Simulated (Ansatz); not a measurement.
Consider the formal exchange of groups at the Si–O bond: `N#CO[SiH3]` + `C[NH][SnH2][CH]=O` → `C[NH][SnH2][SiH3]` + `N#COC=O`.

Computed with Ansatz on PBE0-D4/def2-TZVP structures; ΔE is electronic, products minus reactants. CCSD(T)/CBS is the MP2 limit (def2-TZVPP, def2-QZVPP) plus CCSD(T) − MP2 in def2-TZVPP, frozen cores. DFT in def2-TZVPP. B3LYP here is the variant with VWN-RPA as its local correlation; programs differ in this. def2 core potentials past Kr. For Sn outer-core shells are correlated without core-valence functions, which leaves a few kJ/mol of doubt a bond. Each species was taken in one conformer, which may not be the lowest.

`N#CO[SiH3]`:

Cartesian coordinates in Å:
```
N 2.115 1.730 -0.085
C 1.301 1.025 0.331
O 0.410 0.251 0.821
Si -0.737 -0.590 -0.105
H -1.525 -1.316 0.908
H -1.546 0.399 -0.849
H -0.017 -1.499 -1.022
```

`C[NH][SnH2][CH]=O`:

Cartesian coordinates in Å:
```
C -0.252 0.759 -1.651
N 0.465 1.139 -0.444
Sn 0.969 -0.316 0.863
C -0.882 -1.326 1.564
O -1.955 -0.854 1.314
H -0.294 1.604 -2.345
H 0.291 -0.040 -2.163
H -1.280 0.409 -1.484
H 0.014 1.922 0.011
H 1.788 0.412 2.172
H 1.956 -1.428 0.018
H -0.820 -2.280 2.145
```

`C[NH][SnH2][SiH3]`:

```xyz
13

C     1.334   -0.255   -1.548
N     0.856    0.981   -0.955
Sn    0.143    0.911    0.950
Si   -1.751   -0.815    1.227
H     1.826   -0.051   -2.505
H     2.089   -0.707   -0.897
H     0.562   -1.018   -1.730
H     0.221    1.459   -1.581
H    -0.379    2.500    1.301
H     1.496    0.491    1.907
H    -1.283   -2.160    0.795
H    -2.920   -0.433    0.390
H    -2.192   -0.903    2.646
```

`N#COC=O`:

Cartesian coordinates in Å:
```
N -1.390 -1.232 -1.478
C -0.633 -0.480 -1.047
O 0.232 0.394 -0.633
C 0.514 0.415 0.736
O 0.021 -0.302 1.526
H 1.255 1.205 0.894
```

| level | ΔE (kcal/mol) | difference from CCSD(T)/CBS |
| --- | --- | --- |
| PBE-D4 | 3.6 | -6.1 |
| B3LYP-D4 | 8.9 | -0.8 |
| ωB97X-V | 8.0 | -1.7 |
| B2PLYP | 9.5 | -0.2 |
| r2SCAN | 6.3 | -3.4 |
| PBE0 | 4.9 | -4.8 |
| B3LYP | 9.2 | -0.5 |
| HF/def2-TZVPP | 12.7 | 3.0 |
| MP2/def2-TZVPP | 9.3 | -0.4 |
| SCS-MP2/def2-TZVPP | 10.7 | 1.0 |
| CCSD/def2-TZVPP | 9.7 | 0.0 |
| CCSD(T)/def2-TZVPP | 8.8 | -0.9 |
| HF/def2-QZVPP | 13.2 | 3.5 |
| MP2/def2-QZVPP | 10.0 | 0.3 |
| SCS-MP2/def2-QZVPP | 11.4 | 1.7 |
| CCSD/CBS(def2) | 10.5 | 0.8 |
| CCSD(T)/CBS | 9.7 | 0 |

Largest T1 diagnostic among the species: 0.017.

From PBE to PBE0 (25 % exact exchange), in def2-TZVPP and without D4, ΔE moves by +1.2 kcal/mol. In def2-TZVPP, CCSD(T) changes the Hartree–Fock value by −3.8 kcal/mol (the triples alone add −0.8 kcal/mol) and MP2 by −3.3 kcal/mol.
